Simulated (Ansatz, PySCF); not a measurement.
System: sum formula BNH3, charge 0, multiplicity 2. It need not be the lowest isomer of its formula. 
Coordinates optimised at B3LYP-D3(BJ)/def2-TZVP (Ansatz, an electronic-structure program):
```
B
N 1 1.3287
H 2 0.9996 1 163.55
H 1 1.2007 2 121.70 3 180.00
H 1 1.2080 4 119.29 2 -180.00
```
Charge 0, spin multiplicity 2.

Total electronic energies in hartree. Correlated levels leave the core frozen unless marked. UHF or UKS for open shells. Spin-orbit coupling is left out. No relativistic terms. CBS(X,Y): correlation extrapolated as X^-3; Hartree-Fock from the larger set. The bracket is a focal-point correction in the basis named.

```
level                                                     program  energy (Eh)
-------------------------------------------------  --------------  -----------
HF/aug-cc-pVDZ                                             Ansatz    -80.85237
HF/cc-pwCVTZ                                               Ansatz    -80.87342
RI-HF/cc-pVTZ                                              Ansatz    -80.87259
SVWN5/def2-TZVPD                                           Ansatz    -80.62112
PBE0/STO-3G                                                Ansatz    -80.20676
PBE0/def2-SVP                                              Ansatz            …
PBE0/def2-TZVPD                                            Ansatz    -81.27630
PBE0/def2-TZVPD                                             PySCF    -81.27632
BHLYP-D4/def2-TZVPD                                Ansatz + dftd4    -81.33982
M06-2X/def2-TZVPD                                           PySCF            …
CAM-B3LYP-D4/def2-TZVPD                            Ansatz + dftd4    -81.34034
B2GP-PLYP-D4/def2-TZVPD                            Ansatz + dftd4    -81.28668
B2PLYP/def2-TZVPD                                          Ansatz    -81.30573
MP2/cc-pVDZ                                                Ansatz    -81.07258
MP2/CBS(def2-TZVPPD,def2-QZVPPD)                           Ansatz     -81.1955
RI-MP2/cc-pVQZ                                             Ansatz    -81.18071
RI-MP2/CBS(aug-cc-pVTZ,aug-cc-pVQZ)                        Ansatz     -81.1960
SCS-MP2/cc-pwCVTZ                                          Ansatz    -81.16493
SCS-MP2/def2-TZVPPD                                        Ansatz    -81.16282
CCSD(T)/def2-TZVPP                                         Ansatz    -81.19836
RI-MP2/CBS(cc-pVTZ,cc-pVQZ)+[CCSD(T)-MP2]/cc-pVQZ          Ansatz     -81.2345
CCSD(T)/CBS(def2-TZVPP,def2-QZVPP)                         Ansatz     -81.2334
CCSD(T)/CBS(def2-TZVPPD,def2-QZVPPD)                       Ansatz     -81.2330
```

Question: Fill in the missing entries.

Answer: 
- PBE0/def2-SVP, energy (Eh): -81.18360
- M06-2X/def2-TZVPD, energy (Eh): -81.33862
